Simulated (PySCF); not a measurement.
Species: CH7NO2Si2.
Structure used (PBE0-D3(BJ)/def2-SVP), in Å, numbered top down from 1:
```
atom  x, y, z in Å
O1     3.3104   -0.1792   -0.3612
C2     2.7701    0.4885    0.4783
O3     1.4608    0.6770    0.5572
Si4    0.4468   -0.0882   -0.6174
N5    -1.1792    0.3424   -0.2590
Si6   -2.2791   -0.4240    0.8627
H7     3.3083    1.0265    1.2877
H8     0.8254    0.4508   -1.9473
H9     0.6099   -1.5544   -0.4707
H10   -1.4883    1.2326   -0.6424
H11   -3.6162   -0.6328    0.2282
H12   -1.6757   -1.7388    1.2249
H13   -2.4876    0.3825    2.1050
```

The calculation used PySCF, PBE0-D3(BJ)/def2-SVP geometry optimisation, gas phase.

Masses are those of the commonest isotopes; rigid-rotor values at the optimised geometry. The values belong to one conformer with, in the numbering `[O:1]=[CH:2][O:3][SiH2:4][NH:5][SiH3:6]`, O1–C2–O3–Si4 0°, C2–O3–Si4–N5 180°, O3–Si4–N5–Si6 -85°.

**Question.** Give the principal moments of inertia and the rotational constants in MHz.

**Answer.** Ia = 67.17, Ib = 529.92, Ic = 555.13 u·Å²; 505379 MHz·u·Å²/I gives A = 7523, B = 953.7, C = 910.4 MHz.

**Question.** What kind of rotor is it?

**Answer.** A near-prolate asymmetric top; Ray's κ = -0.987.

**Question.** Is it planar, by Δ = Ic − Ia − Ib?

**Answer.** Not planar: Δ = Ic − Ia − Ib = -41.97 u·Å². For a rigid frame Δ = −2 Σ m c², so Σ m c² = 20.98 u·Å² lies off the ab plane: 8.23 from hydrogen and 12.75 from heavier atoms. The atom farthest from that plane is 1.68 Å away.

**Question.** Give the other two planar moments, Paa and Pbb, and the rms extents of the mass along the axes.

**Answer.** Paa = Σ m a² = (Ib + Ic − Ia)/2 = 508.94 and Pbb = Σ m b² = (Ia + Ic − Ib)/2 = 46.19 u·Å². With the mass M = 121.00 u, the rms extents √(P/M) along a, b and c are 2.05, 0.62, 0.42 Å.

**Question.** List the rotational levels J(Ka,Kc) to J = 4 (K).

**Answer.** Above 0(0,0), as E/k:
J = 1: 1(0,1) 0.089, 1(1,1) 0.405, 1(1,0) 0.407
J = 2: 2(0,2) 0.268, 2(1,2) 0.582, 2(1,1) 0.588, 2(2,1) 1.534, 2(2,0) 1.534
J = 3: 3(0,3) 0.537, 3(1,3) 0.847, 3(1,2) 0.859, 3(2,2) 1.802, 3(2,1) 1.802, 3(3,1) 3.384, 3(3,0) 3.384
J = 4: 4(0,4) 0.894, 4(1,4) 1.201, 4(1,3) 1.221, 4(2,3) 2.160, 4(2,2) 2.160, 4(3,2) 3.742, 4(3,1) 3.742, 4(4,1) 5.956, 4(4,0) 5.956
Those of J = 1 are B + C, A + C and A + B.

**Question.** Which lines would a microwave search look for?

**Answer.** The dipole components are |μa| = 1.89 D, |μb| = 0.42 D, |μc| = 1.48 D. Intensities carry the squares of the components, which stand as 1.00 : 0.05 : 0.61 (a : b : c). Some of the stronger lines:

```tsv
type	branch	J(Ka,Kc)	MHz	lower level (cm⁻¹)
a	R	1(0,1) ← 0(0,0)	1864	0.000
a	R	2(1,2) ← 1(1,1)	3685	0.281
a	R	2(0,2) ← 1(0,1)	3728	0.062
a	R	2(1,1) ← 1(1,0)	3771	0.283
a	R	3(1,3) ← 2(1,2)	5527	0.404
a	R	3(0,3) ← 2(0,2)	5591	0.187
a	R	3(2,2) ← 2(2,1)	5592	1.066
a	R	3(2,1) ← 2(2,0)	5593	1.066
a	R	3(1,2) ← 2(1,1)	5657	0.409
c	Q	3(1,3) ← 3(0,3)	6462	0.373
c	Q	1(1,1) ← 1(0,1)	6570	0.062
c	R	2(1,1) ← 1(0,1)	10385	0.062
c	R	3(1,2) ← 2(0,2)	12314	0.187
c	Q	3(2,2) ← 3(1,2)	19645	0.597
c	Q	2(2,1) ← 2(1,1)	19709	0.409
c	R	2(2,0) ← 1(1,0)	23481	0.283
c	R	2(2,1) ← 1(1,1)	23524	0.281
c	R	3(2,1) ← 2(1,1)	25303	0.409
c	R	3(2,2) ← 2(1,2)	25431	0.404
c	Q	3(3,1) ← 3(2,1)	32956	1.253
c	R	3(3,0) ← 2(2,0)	38549	1.066
c	R	3(3,1) ← 2(2,1)	38550	1.066
```

Whether it is a minimum is left open (no frequencies). No vibrational averaging or centrifugal distortion is included, and the geometry carries the error of its method. A rigid rotor knows nothing of internal rotation, which can split or shift real lines. Quadrupole hyperfine structure (14N) is left out.

On one thread of an Arm Neoverse V1, shared host, this took 3.2 min wall and 0.53 GiB of memory at its peak. These figures are those of the optimisation.
